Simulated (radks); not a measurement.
Values are calculated unless marked as measured or tabulated.
The terbium ion Tb2+, 63 electrons, occupied as [Xe] 4f9. Code: a radial shooting solver on a logarithmic mesh with Libxc functionals. Model: scalar-relativistic Kohn-Sham, LDA (Slater exchange, Perdew-Wang correlation), spin-polarised, spherical densities, point nucleus; open shells are filled with parallel spins first (spin-orbit coupling, left out, can overturn this in heavy ions). Some entries of the table are withheld. Estimate them.

| orbital | occ. | eigenvalue (Ry) | <1/r> (bohr^-1) | <r> (bohr) |
|---|---|---|---|---|
| 1s down | 1 | -3809.241 | 73.05 | 0.02152 |
| 1s up | 1 | -3809.241 | 73.05 | 0.02152 |
| 2s up | 1 | -632.3525 | 16.96 | 0.09156 |
| 2s down | 1 | -632.3469 | 16.96 | 0.09155 |
| 2p up | 3 | -562.2414 | 15.80 | 0.08091 |
| 2p down | 3 | -562.2374 | 15.80 | 0.08091 |
| 3s up | 1 | -141.0354 | 6.228 | 0.2397 |
| 3s down | 1 | -140.8948 | 6.232 | 0.2396 |
| 3p up | 3 | -119.4149 | 5.849 | 0.2384 |
| 3p down | 3 | -119.2753 | 5.853 | 0.2382 |
| 3d up | 5 | -91.17432 | 5.551 | 0.2167 |
| 3d down | 5 | -91.06536 | 5.555 | 0.2165 |
| 4s up | 1 | -28.81518 | 2.629 | 0.5418 |
| 4s down | 1 | -28.51027 | 2.628 | 0.5419 |
| 4p up | 3 | -21.69370 | 2.413 | 0.5741 |
| 4p down | 3 | -21.39227 | 2.412 | 0.5743 |
| 4d up | 5 | -11.91896 | 2.125 | 0.6241 |
| 4d down | 5 | -11.62376 | 2.122 | 0.6250 |
| 5s up | 1 | -4.59587 | 1.006 | 1.318 |
| 5s down | 1 | -4.44308 | 0.9933 | 1.333 |
| 5p up | 3 | (1) | 0.8422 | 1.551 |
| 5p down | 3 | (2) | 0.8267 | 1.576 |
| 4f up | 7 | -1.35778 | 1.527 | 0.8766 |
| 4f down | 2 | -1.10479 | 1.484 | 0.9249 |
| 6s up | 0 | -1.06192 | 0.3780 | (3) |
| 6s down | 0 | -1.04150 | 0.3731 | (4) |
| 5d up | 0 | -1.03001 | (5) | 2.421 |
| 5d down | 0 | -0.98627 | (6) | 2.498 |

Answer. 
(1) 5p up eigenvalue (Ry): -2.90730
(2) 5p down eigenvalue (Ry): -2.79381
(3) 6s up <r> (bohr): 3.360
(4) 6s down <r> (bohr): 3.406
(5) 5d up <1/r> (bohr^-1): 0.5284
(6) 5d down <1/r> (bohr^-1): 0.5103
